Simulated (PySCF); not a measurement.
Geometries of 3 isomers of C4H6OSi, from PBE0-D3(BJ)/def2-SVP geometry optimisation, gas phase in PySCF. One conformer each, no zero-point energy, no frequencies.

**Question.** Which is lowest in electronic energy at this level?
A.
```xyz
12
angstrom
O      3.564   -0.212    1.443
C      2.983    0.254    0.494
C      1.648   -0.114    0.088
C      0.529   -0.411   -0.291
C     -0.819   -0.724   -0.693
Si    -2.082    0.416    0.172
H      3.458    1.029   -0.156
H     -1.072   -1.768   -0.439
H     -0.943   -0.607   -1.783
H     -3.448    0.031   -0.291
H     -1.976    0.244    1.648
H     -1.802    1.833   -0.199
```
B.
```xyz
12
angstrom
C      2.963    0.536    0.043
C      2.079   -0.283    0.197
C      1.072   -1.262    0.388
C     -0.241   -1.060    0.166
O     -0.736    0.105   -0.269
Si    -2.355    0.470   -0.547
H      3.739    1.265   -0.095
H      1.373   -2.252    0.741
H     -0.956   -1.875    0.341
H     -3.136    0.303    0.715
H     -2.375    1.880   -1.007
H     -2.910   -0.445   -1.589
```
C.
```xyz
12
angstrom
Si     2.133    0.069   -0.199
C      0.273    0.010   -0.068
C     -0.575    0.011    1.011
C     -1.904   -0.053    0.495
C     -1.767   -0.090   -0.862
O     -0.471   -0.054   -1.209
H      2.585    1.281   -0.947
H      2.661   -1.139   -0.900
H      2.664    0.115    1.195
H     -0.277    0.055    2.057
H     -2.836   -0.069    1.055
H     -2.483   -0.140   -1.679
```

**Answer.** C. That is `c1ccc(o1)[SiH3]`, 33.0 kcal/mol below the next.

```
         SMILES                   atoms numbered as above      E (Eh)  relative (kcal/mol)  relative (kJ/mol)  dipole (D)
  [SiH3]c1ccco1    [SiH3:1][c:2]1[cH:3][cH:4][cH:5][o:6]1  -520.08069                  0.0                0.0        1.01
C#C/C=C\O[SiH3]  [CH:1]#[C:2]/[CH:3]=[CH:4]\[O:5][SiH3:6]  -520.02808                 33.0              138.1        2.05
  O=CC#CC[SiH3]    [O:1]=[CH:2][C:3]#[C:4][CH2:5][SiH3:6]  -520.01902                 38.7              161.9        3.90
```

As drawn, the lowest has an aromatic ring, which the highest lacks; the highest has a C=O bond and a C≡C bond, which the lowest lacks.
